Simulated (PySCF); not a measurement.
Species: C7H7N (charge +1 and doublet state).
Cartesian coordinates in Å at the GFN2-xTB level; atoms count from 1:
```xyz
15
C7H7N angstrom
C      0.1854   -1.3587   -1.0158
C      0.2031   -0.2785   -0.1747
C      1.4360    0.1061    0.3672
C      2.5155    0.4321    0.8319
C      3.7169    0.7947    1.3481
N      4.7334    1.1041    1.7848
C     -0.9870    0.5213    0.2093
C     -2.3205    0.1191   -0.3721
H     -0.7293   -1.7063   -1.4681
H      1.0890   -1.8978   -1.2541
H     -1.0524    0.5351    1.3096
H     -0.7830    1.5782   -0.0275
H     -2.3235    0.1733   -1.4620
H     -2.5941   -0.9008   -0.0979
H     -3.0940    0.7861   -0.0005
```

The hyperfine couplings belong to this conformer and change with its torsions.

Identity: `[CH2+][C](C#CC#N)CC` [radical] (charge +1).

Method: UKS B3LYP, pcH-1 on C H N, non-relativistic, mean-field spin-orbit, GIAO (PySCF). The structure is a single GFN2-xTB conformer in the gas phase; no vibrational or solvent corrections. The geometry wasn't refined by DFT: couplings that depend on bond lengths, twists or pyramidal angles can differ widely from those at the functional's own minimum, by a factor of two or more for some ions and for spin on atoms past the first row. No stability test was run, so a lower SCF solution isn't excluded.

(1) Break the g tensor into its mass correction, gauge correction and orbital-Zeeman/spin–orbit terms.

(2) What effective moment and Curie constant follow for a powder?

(3) Average each term over the three axes. Which is largest in size?

(4) At 93.996 GHz, how far is the centre of the isotropic spectrum from where a free electron (g = 2.002319) resonates?

(5) In a frozen sample, at which fields do the three g values resonate at 9.5, 34, 94 and 263 GHz (hyperfine left aside), and which band first spreads them over more than twice a line width of 1.0 mT?

## Answers

(1) 
| Δg (ppt) | 1 | 2 | 3 |
| --- | --- | --- | --- |
| relativistic mass correction | -0.15 | -0.15 | -0.15 |
| gauge correction | 0.00 | 0.03 | 0.04 |
| orbital Zeeman/spin–orbit | 0.05 | 1.27 | 5.17 |
| total | -0.10 | 1.15 | 5.05 |

So g = 2.00222, 2.00347, 2.00737 and g_iso = 2.00435; the tensor is rhombic: the two nearest values differ by 24 % of g3 − g1. Axes: g3 points within 4° of the C1–H9 bond.

(2) With the mean of g² = 4.0174 and S(S+1) = 0.75: μ_eff = √(⟨g²⟩S(S+1)) = 1.736 μB and χT = 0.12505·⟨g²⟩·S(S+1) = 0.377 cm³ K/mol (cgs; spin-Hamiltonian part alone).

(3) The orbital-Zeeman/spin–orbit term 2.16, the mass correction -0.15 and the gauge correction 0.02 ppt, for a total of 2.03 ppt. The orbital-Zeeman/spin–orbit term is the largest in size. The mass correction is the same along every axis, so the anisotropy comes from the other two: their spans along these axes are 0.04 (gauge) and 5.11 ppt (orbital Zeeman/spin–orbit).

(4) B = hν/(g μB) with μB/h = 13.99624 MHz/mT gives 3354.01 mT for the free electron and 3350.61 mT at g_iso, 3.40 mT lower.

(5) 
```json
{"band": "X", "GHz": "9.5", "B(g3) mT": "338.13", "B(g2) mT": "338.79", "B(g1) mT": "339.00", "spread mT": "0.87"}
{"band": "Q", "GHz": "34.0", "B(g3) mT": "1210.15", "B(g2) mT": "1212.51", "B(g1) mT": "1213.27", "spread mT": "3.11"}
{"band": "W", "GHz": "94.0", "B(g3) mT": "3345.72", "B(g2) mT": "3352.23", "B(g1) mT": "3354.32", "spread mT": "8.60"}
{"band": "J", "GHz": "263.0", "B(g3) mT": "9360.89", "B(g2) mT": "9379.11", "B(g1) mT": "9384.96", "spread mT": "24.07"}
```

The spread grows in proportion to the frequency. Q band is the first where it exceeds 2.0 mT.

The Mulliken spin populations are largest on C1 (+0.52), C4 (+0.28), N6 (+0.21) and C2 (+0.10). Three atoms exceed +0.15. The positive populations add up to 1.14 and the negative ones to -0.14, together 2S = 1. The angles at C1 add up to 360.0°, so it is planar.

The HOMO–LUMO gaps are 5.25 eV among the α and 2.36 eV among the β orbitals.

The SMILES draws the unpaired electron on C2; the largest computed Mulliken spin population is on C1 (0.52 against 0.10).
